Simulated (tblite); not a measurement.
C₅H₁₄N₂Si₂.
Atom-mapped SMILES: `[CH3:1][SiH2:2][CH2:3][Si@@H:4]([C:5]#[N:6])[N:7]([CH3:8])[CH3:9]` (hydrogens: H10, H11, H12 on C1; H13, H14 on Si2; H15, H16 on C3; H17 on Si4; H18, H19, H20 on C8; H21, H22, H23 on C9)

Structure optimised with GFN2-xTB, isolated species.

Problem. What internal coordinates does the optimisation give?

Solution. 
| bond | length (bohr) |
| --- | --- |
| C1–Si2 | 3.582 |
| Si2–C3 | 3.600 |
| C3–Si4 | 3.575 |
| Si4–C5 | 3.536 |
| C5≡N6 | 2.164 |
| Si4–N7 | 3.249 |
| N7–C8, N7–C9 | 2.726 |
| C1–H10, C1–H11, C1–H12 | 2.053 |
| Si2–H13 | 2.769 |
| Si2–H14 | 2.781 |
| C3–H15 | 2.059 |
| C3–H16 | 2.060 |
| Si4–H17 | 2.793 |
| C8–H18, C9–H22 | 2.072 |
| C8–H19 and 3 like bonds | 2.060 |

Bonds in one row agree within 0.02 bohr and their mean is given. A selection of angles:
| angle | degrees |
| --- | --- |
| C1–Si2–C3 | 109.3 |
| Si2–C3–Si4 | 115.1 |
| C3–Si4–C5 | 110.1 |
| C3–Si4–N7 | 110.0 |
| C5–Si4–N7 | 103.4 |
| Si4–C5–N6 | 178.0 |
| Si4–N7–C8 | 121.6 |
| C8–N7–C9 | 112.2 |

Torsions: C1–Si2–C3–Si4 60° (synclinal); Si2–C3–Si4–C5 47° (synclinal); C3–Si4–N7–C8 -158° (antiperiplanar).

Of the pairs four or more bonds apart, C5···H19 is among the closest relative to their van der Waals radii: 2.52 Å, 87 % of the sum of Bondi's values. The 4 C–Si bonds span 1.871 Å (Si4–C5, drawn single) to 1.905 Å (Si2–C3, drawn single), a spread of 0.034 Å. N7 (silicon-bound nitrogen) has angles 121.6°, 121.5° and 112.2°, sum 355.4°, 0.19 Å off the plane of its three neighbours. The 3 C–N bonds span 1.145 Å (C5≡N6, drawn triple) to 1.443 Å (N7–C8, drawn single), a spread of 0.298 Å. Si4 (SiH silicon) is distorted tetrahedral (angles from 103.4° to 116.4°). Si2 (SiH2 silicon) is tetrahedral (angles from 108.2° to 110.3°).

Point group: C1 (no symmetry element, even within 0.4 Å). Its lowest GFN2-xTB frequency is 14 cm⁻¹, too small to tell a flat minimum from a shallow saddle. The numbers are those of one conformer. 3 starts were optimised and ended at 0.00, 0.73 and 1.30 kcal/mol (GFN2-xTB); the lowest of these is shown.

The run took 2.2 s of wall time on an Arm Neoverse V1 with one thread, on a shared host. This is the geometry optimisation.

These are computed values.
